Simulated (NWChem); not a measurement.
All runs are NWChem calculations. System: germanium monotelluride (GeTe), charge 0, spin multiplicity 1, optimised in this run. Level: B3LYP/def2-SVP with def2 effective core potentials on Te.

Job file:

```
start mol
memory heap 200 mb stack 900 mb global 1100 mb
geometry units angstroms
  Ge     0.000000     0.000000     1.458181
  Te     0.000000     0.000000    -0.897342
  symmetry group C2v
end
basis spherical
  * library def2-svp
end
ecp
  Te library def2-ecp
end
dft
  xc b3lyp
  semidirect memsize 60000000 filesize 0
  iterations 100
  grid fine
  convergence energy 1e-8
end
driver
  maxiter 80
end
task dft optimize
task dft freq numerical
```

Output (cleaned and shortened):

```
             Northwest Computational Chemistry Package (NWChem) 7.3.0
             --------------------------------------------------------

                                NWChem Input Module
                                -------------------

 Scaling coordinates for geometry "geometry" by  1.889725989
 (inverse scale =  0.529177249)

 Turning off AUTOSYM since
 SYMMETRY directive was detected!

          ------
          auto-z
          ------

                             Geometry "geometry" -> ""
                             -------------------------

 Output coordinates in angstroms (scale by  1.889725989 to convert to a.u.)

  No.       Tag          Charge          X              Y              Z
 ---- ---------------- ---------- -------------- -------------- --------------
    1 Ge                  32.0000     0.00000000     0.00000000     1.45818090
    2 Te                  52.0000     0.00000000     0.00000000    -0.89734210

 Effective nuclear repulsion energy (a.u.)     373.8239628038

            Nuclear Dipole moment (a.u.)
            ----------------------------
        X                 Y               Z
 ---------------- ---------------- ----------------
     0.0000000000     0.0000000000     0.0000000000

      Symmetry information
      --------------------

 Group name             C2v
 Group number             16
 Group order               4
 No. of unique centers     2

      Symmetry unique atoms

     1    2


 Summary of "ao basis" -> "" (spherical)
 ------------------------------------------------------------------------------
       Tag                 Description            Shells   Functions and Types
 ---------------- ------------------------------  ------  ---------------------
 *                          def2-svp                  on all atoms

                           NWChem Geometry Optimization
                           ----------------------------

 maximum gradient threshold         (gmax) =   0.000450
 rms gradient threshold             (grms) =   0.000300
 maximum cartesian step threshold   (xmax) =   0.001800
 rms cartesian step threshold       (xrms) =   0.001200
[...]
 Dependent rotation vector no.                    3
  found in ECKART; assuming linear geometry
 Projected Nuclear Hessian trans-rot subspace norm:7.7037D-34
                         (should be close to zero!)

          --------------------------------------------------------
          MASS-WEIGHTED PROJECTED HESSIAN (Hartree/Bohr/Bohr/Kamu)
          --------------------------------------------------------

               1            2            3            4            5            6
   ----- ----- ----- ----- -----
    1    0.00000D+00
    2    0.00000D+00  0.00000D+00
    3    0.00000D+00  0.00000D+00  2.52536D+00
    4    0.00000D+00  0.00000D+00  0.00000D+00  0.00000D+00
    5    0.00000D+00  0.00000D+00  0.00000D+00  0.00000D+00  0.00000D+00
    6    0.00000D+00  0.00000D+00 -1.90500D+00  0.00000D+00  0.00000D+00  1.43703D+00

 center of mass
 --------------
 x =   0.00000000 y =   0.00000000 z =  -0.08420874

 moments of inertia (a.u.)
 ------------------
         942.111885799956           0.000000000000           0.000000000000
           0.000000000000         942.111885799956           0.000000000000
           0.000000000000           0.000000000000           0.000000000000

 Rotational Constants
 --------------------
 A=   0.000000 cm-1  (  0.000000 K)
 B=   0.063899 cm-1  (  0.091935 K)
 C=   0.063899 cm-1  (  0.091935 K)

 Temperature                      =   298.15K
 frequency scaling parameter      =   1.0000

 Linear Molecule

 Zero-Point correction to Energy  =    0.462 kcal/mol  (  0.000737 au)
 Thermal correction to Energy     =    2.188 kcal/mol  (  0.003488 au)
 Thermal correction to Enthalpy   =    2.781 kcal/mol  (  0.004431 au)

 Total Entropy                    =   61.158 cal/mol-K
   - Translational                =   41.822 cal/mol-K (mol. weight = 203.8286)
   - Rotational                   =   18.044 cal/mol-K (symmetry #  =        1)
   - Vibrational                  =    1.291 cal/mol-K

 Cv (constant volume heat capacity) =    6.593 cal/mol-K
   - Translational                  =    2.979 cal/mol-K
   - Rotational                     =    1.986 cal/mol-K
   - Vibrational                    =    1.628 cal/mol-K


 ----------------------------------------------------------------------------
 Normal Eigenvalue ||    Projected Derivative Dipole Moments (debye/angs)
  Mode   [cm**-1]  ||      [d/dqX]             [d/dqY]           [d/dqZ]
 ------ ---------- || ------------------ ------------------ -----------------
    1        0.000 ||       0.059               0.000             0.000
    2        0.000 ||       0.000               0.059             0.000
    3        0.000 ||      -0.044               0.000             0.000
    4        0.000 ||       0.000              -0.044             0.000
    5        0.000 ||       0.000               0.000             0.000
    6      323.581 ||       0.000               0.000             0.539
 ----------------------------------------------------------------------------

 ----------------------------------------------------------------------------
 Normal Eigenvalue ||           Projected Infra Red Intensities
  Mode   [cm**-1]  || [atomic units] [(debye/angs)**2] [(KM/mol)] [arbitrary]
 ------ ---------- || -------------- ----------------- ---------- -----------
    1        0.000 ||    0.000148           0.003         0.145       0.682
    2        0.000 ||    0.000148           0.003         0.145       0.682
    3        0.000 ||    0.000084           0.002         0.082       0.388
    4        0.000 ||    0.000084           0.002         0.082       0.388
    5        0.000 ||    0.000000           0.000         0.000       0.000
    6      323.581 ||    0.012587           0.290        12.271      57.859
 ----------------------------------------------------------------------------

 Task  times  cpu:       79.3s     wall:       79.3s

 Total times  cpu:       97.1s     wall:       97.1s
```
